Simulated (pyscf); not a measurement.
PySCF, gas phase, ωB97X-D3(BJ)/def2-SVP geometries. Correlated levels are frozen-core, on RHF or UHF. ΔMP2 is the change of the MP2 total energy from the triple- to the quadruple-zeta basis.

### Question
Estimate the classical barrier height and the reaction energy of GeH₂ [singlet] + F–GeH₃ -> F–GeH₂–GeH₃ at CCSD(T)/def2-TZVPP + ΔMP2(QZVPP). The step runs on the singlet surface, breaks Ge–H and forms Ge–Ge, Ge–H; take the separated reactants as zero.

### Answer
ΔE‡ = -0.22 eV, ΔE = -2.06 eV. Zero-point energy shifts the barrier by +0.07 eV. It is an insertion, with an imaginary mode of 257i cm⁻¹. On the reactant side the descent ends in an adduct with a Ge–Ge contact, 0.40 eV under the separated species and 0.07 eV under the saddle at ωB97X-D3(BJ)/def2-TZVP. At CCSD(T) the saddle lies under the separated reactants, which points to a path from their complex (located at ωB97X-D3(BJ) alone). What is counted as formed (Ge–Ge) is already present as a longer contact in the reactant adduct; forming that adduct is a step of its own. At ωB97X-D3(BJ) the barrier from the zero used here is -0.33 eV. This is the saddle that the search found; another between the same sides may lie lower. The CCSD(T) − MP2 part came from Ansatz, without density fitting, on the same reference. The frozen core leaves the outer d or s,p core shells of the metals and heavy elements correlated in the MP2 and CC values, and def2-TZVPP describes them poorly, which can shift differences by a few kcal/mol. Elements up to Kr have no core potential and no relativistic terms here.
